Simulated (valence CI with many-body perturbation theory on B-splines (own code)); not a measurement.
## Ag6+ in brief

Method: valence CI with perturbative core correlation (CI+MBPT): five valence electrons over a frozen Dirac-Fock core [Kr], radial functions for each j: 7 s, 7 p, 8 d, 6 f, 4 g, 1 h, with the one-electron correlation potential Σ1 (screened to all orders), the two-electron term Σ2, the three-electron term Σ3, Breit, model QED; selected single and double excitations, second order for the rest, scaled by the run's own slope (own B-spline code, finite nucleus).

Against 33 measured levels this calculation errs by 362 cm⁻¹ on average and by 1022 at most. These come from a selection out of Gamrath, thesis, University of Mons (2023). Levels without a partner in it may be off by more, other configurations by 1,000 to 8,000 cm⁻¹. Among the levels kept, up to 1600 cm⁻¹ of a level comes from second order outside the variational space, and about a tenth of that is noise between levels of different J, which matters for small intervals. Only levels of the ground parity were solved; by the run's estimate the other parity begins above the list, which can be wrong where configurations are misplaced.

Names give the largest LS component (configuration and term), which can be under half, so a name can repeat, a term be missing and a line seem to break the LS rules; names also repeat where a configuration has a term twice.

Rates and lifetimes use the calculated energies. Strong lines usually hold to 10 to 20 %, long lifetimes can be off by a factor of two.

**Question.** What is the ground level?

**Answer.** 4d⁵ ⁶S_5/2, composition 97 % 4d⁵ ⁶S + 2 % 4d⁵ ⁴P, g = 1.992.

**Question.** What is the ionisation energy?

**Answer.** 106.25 eV; NIST lists 106 ± 2 eV (theoretical).

**Question.** How well does LS coupling describe the low levels?

**Answer.** Among the lowest 20 levels the leading LS term, summed over configurations, holds 70 % on average. For single configurations the figures are 69 % in LS and 56 % in jj coupling. Terms mix most in the J = 5/2 level at 47531 cm⁻¹, where the leading one holds 39 %.

**Question.** Name the longest-lived excited levels whose lifetime is computed, and their main decay.

**Answer.** 4d⁵ ⁴G_9/2 at 30570 cm⁻¹ lives 171 s, mostly by M1 to 4d⁵ ⁴G_7/2; 4d⁵ ²I_13/2 at 44524 cm⁻¹ lives 6.80 s, mostly by M1 to 4d⁵ ⁴G_11/2; 4d⁵ ⁴P_1/2 at 35081 cm⁻¹ lives 4.08 s, mostly by M1 to 4d⁵ ⁴P_3/2. The lifetime of 4d⁵ ⁴G_7/2 is too uncertain to give, and may be longer. The lifetime of 4d⁵ ⁴G_11/2 is too uncertain to give, and may be longer.
